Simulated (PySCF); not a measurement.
Computed shifts of a molecule C3H3BF2O, PBE/pcSseg-1 (PySCF), GIAO, gas phase, equivalent atoms averaged, in ppm (number of nuclei): ¹⁹F: -105.6 (1), -109.0 (1). ¹³C: 175.2 (1), 140.0 (1), 89.7 (1). ¹H: 7.44 (1), 5.94 (2). References: ¹⁹F against CFCl3 (σ = 133.6 ppm); ¹¹B against BF3 (σ = 83.9 ppm); ¹³C against TMS (σ = 182.0 ppm); ¹⁷O against H2O (σ = 334.3 ppm); ¹H against TMS (σ = 31.49 ppm), references at their B3LYP-D3(BJ)/def2-TZVP geometries, non-relativistic. The structure is a stationary point at PBE-D3(BJ)/def2-SVP. The values are those of a single conformer.

Q: Identify the compound among the candidates.
A) F/C=C1\COB1F
B) C=C1OB(F)[C@@H]1F
C) OB1C=CC1(F)F
D) FB(F)C1=CCO1

A: D, FB(F)C1=CCO1
